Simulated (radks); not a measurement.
Task: All-electron atom: Zr in [Kr] 4d2 5s2 (the NIST ground configuration). Calculated with a radial shooting solver on a logarithmic mesh with Libxc functionals: scalar-relativistic Kohn-Sham, PBE, spin-polarised, spherical densities, finite nucleus; open shells are filled with parallel spins first (spin-orbit coupling, left out, can overturn this in heavy ions); Fermi nuclear charge, rms radius 4.2694 fm; hard spherical wall at 10 bohr. Some entries of the table are withheld. Estimate them.

orbital  occ.  eigenvalue (eV)  r(max) (bohr)
1s down     1        -17824.39        0.02414
1s up       1        -17824.39        0.02414
2s up       1        -2469.595         0.1370
2s down     1        -2469.453         0.1370
2p up       3        -2202.241         0.1095
2p down     3        -2202.138         0.1095
3s up       1        -404.5360         0.4082
3s down     1        -404.4595         0.4082
3p up       3        -317.4366         0.4023
3p down     3        -317.3520         0.4023
3d up       5        -174.5096         0.3474
3d down     5        -174.3772         0.3475
4s up       1         -54.7141          1.080
4s down     1         -53.7675          1.076
4p up       3         -32.7552          1.182
4p down     3         -31.6513          1.177
5s up       1          -4.6246          3.115
4d up       2          -3.9709          1.601
5s down     1          -3.9688          3.219
4d down     0          -2.8130          1.596
5p up       0              (1)          3.999
5p down     0              (2)          4.163
6s up       0           2.0676          6.856
6s down     0           2.3400          6.958
4f up       0           4.2225          6.498
4f down     0           4.3661          6.587

Result: 
(1) 5p up eigenvalue (eV): -1.4077
(2) 5p down eigenvalue (eV): -1.0190
